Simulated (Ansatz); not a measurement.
Born–Oppenheimer molecular dynamics of C2H8AlClSi (13 atoms, charge 0, multiplicity 1). It starts at the highest image of a converged band. Of that band: The profile has 3 maxima (images 1, 3, 5) with wells between them (images 2, 4): this band takes more than one step, which may be the mechanism or a detour left from its start path. Neighbouring images differ by up to 2.0 eV, so the band resolves the path poorly. A vibrational analysis at the climbing image gives one clearly imaginary mode, 238i cm⁻¹: a first-order saddle point.

Level of theory: RKS revPBE/def2-SVP (Ansatz).

| Quantity | Value |
| --- | --- |
| ensemble | NVE (velocity Verlet) |
| time step | 0.5 fs |
| steps asked | 200 |
| starting velocities drawn for | 300 K |
| seed | 6407 |

First frame:

```xyz
13
Properties=species:S:1:pos:R:3
C -1.524 -0.838 -0.120
Si 0.034 -0.379 -1.192
C 1.407 -1.413 -0.276
Al 0.304 2.604 0.457
Cl -1.598 3.083 1.256
H -2.373 -0.143 -0.287
H -1.361 -0.953 0.972
H -1.855 -1.832 -0.503
H 0.458 1.178 -0.330
H 2.434 -1.101 -0.562
H 1.283 -2.456 -0.651
H 1.335 -1.461 0.832
H 1.479 3.674 0.418
```

Q: What does the run give?

A: The run went to its last step.

* steps done: 200
* time covered: 100 fs
* mean temperature over the second half: 197 K
* spread of the potential energy over the second half: 2.7 meV per atom
* mean potential energy of the second half above the start: 11.4 meV per atom

The conserved energy stayed within 0.19 meV per atom of its start (net change 0.097 meV per atom), so the integration is sound. A run of 0.1 ps of so small a system gives no equilibrium averages. The orbitals stay closed-shell, which can raise the energy where a bond breaks towards radicals; this wasn't checked here.

Q: What happens to the structure?

A: No bond is clearly made or broken; grazing contacts change: Si2–H9 1.83 → 1.72 Å. It ends as one piece, C2H8AlClSi. Pairs count as bonded within 1.25 times the sum of covalent radii (0.12 Å more for H–H). Another seed would give other details.

Q: How do temperature and energy run in time?

A: 
```csv
time (fs),T (K),potential energy less start (eV),conserved less start (meV/atom)
0,300,0.000,0.00
5,231,0.099,0.07
10,194,0.151,0.07
15,128,0.246,0.14
20,131,0.242,0.18
25,163,0.196,0.16
30,154,0.210,0.16
35,156,0.207,0.13
40,147,0.219,0.07
45,169,0.187,0.06
50,180,0.171,0.05
55,210,0.129,0.03
60,202,0.141,0.07
65,191,0.156,0.08
70,188,0.161,0.10
75,167,0.191,0.14
80,179,0.173,0.13
85,182,0.170,0.14
90,193,0.154,0.14
95,224,0.110,0.11
100,237,0.091,0.10
```

Run time: 8.9 min on 2 threads of Arm Neoverse V2, with other jobs on the host, peak memory 0.16 GiB.
